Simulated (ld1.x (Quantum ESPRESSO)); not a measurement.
Reading a pseudo-wave (arsenic (As))

Columns: radius, all-electron u(r) and pseudo u(r) of the 3d shell (level -40.64 eV) of arsenic in the configuration [Ar] 3d10 4s2 4p3; PBEsol, scalar-relativistic, PAW scheme, ld1.x (Quantum ESPRESSO) 7.5.

```json
{"r (bohr)": "0.088", "all-electron": "0.1452", "pseudo": "0.0250"}
{"r (bohr)": "0.175", "all-electron": "0.5261", "pseudo": "0.1727"}
{"r (bohr)": "0.262", "all-electron": "0.8803", "pseudo": "0.4655"}
{"r (bohr)": "0.350", "all-electron": "1.1036", "pseudo": "0.8136"}
{"r (bohr)": "0.438", "all-electron": "1.1948", "pseudo": "1.0744"}
{"r (bohr)": "0.525", "all-electron": "1.1921", "pseudo": "1.1709"}
{"r (bohr)": "0.612", "all-electron": "1.1337", "pseudo": "1.1350"}
{"r (bohr)": "0.700", "all-electron": "1.0454", "pseudo": "1.0454"}
{"r (bohr)": "0.788", "all-electron": "0.9450", "pseudo": "0.9450"}
{"r (bohr)": "0.875", "all-electron": "0.8439", "pseudo": "0.8439"}
{"r (bohr)": "0.962", "all-electron": "0.7467", "pseudo": "0.7467"}
{"r (bohr)": "1.050", "all-electron": "0.6552", "pseudo": "0.6552"}
{"r (bohr)": "1.138", "all-electron": "0.5721", "pseudo": "0.5721"}
{"r (bohr)": "1.225", "all-electron": "0.4986", "pseudo": "0.4986"}
{"r (bohr)": "1.312", "all-electron": "0.4334", "pseudo": "0.4334"}
{"r (bohr)": "1.400", "all-electron": "0.3754", "pseudo": "0.3754"}
{"r (bohr)": "1.487", "all-electron": "0.3252", "pseudo": "0.3252"}
{"r (bohr)": "1.575", "all-electron": "0.2808", "pseudo": "0.2808"}
{"r (bohr)": "1.662", "all-electron": "0.2427", "pseudo": "0.2427"}
{"r (bohr)": "1.750", "all-electron": "0.2093", "pseudo": "0.2093"}
{"r (bohr)": "1.838", "all-electron": "0.1803", "pseudo": "0.1803"}
{"r (bohr)": "1.925", "all-electron": "0.1554", "pseudo": "0.1554"}
{"r (bohr)": "2.012", "all-electron": "0.1340", "pseudo": "0.1340"}
{"r (bohr)": "2.100", "all-electron": "0.1152", "pseudo": "0.1152"}
{"r (bohr)": "2.188", "all-electron": "0.0990", "pseudo": "0.0990"}
{"r (bohr)": "2.275", "all-electron": "0.0853", "pseudo": "0.0853"}
```

**Question.** How many radial nodes do the two functions have?

**Answer.** The all-electron 3d function has n − l − 1 = 0; the pseudo-wave has 0.

**Question.** At about which radius was the pseudo-wave matched?

**Answer.** 0.70 bohr, where the columns begin to agree (steps of 0.09 bohr).

**Question.** Where does each function peak?

**Answer.** Outermost all-electron maximum near 0.44 bohr, pseudo maximum near 0.53 bohr (to the table’s step).

**Question.** Is the pseudo-wave norm-conserving?

**Answer.** No, it belongs to a PAW set: the norm inside the radius is not constrained, and the difference is carried by the augmentation charge.
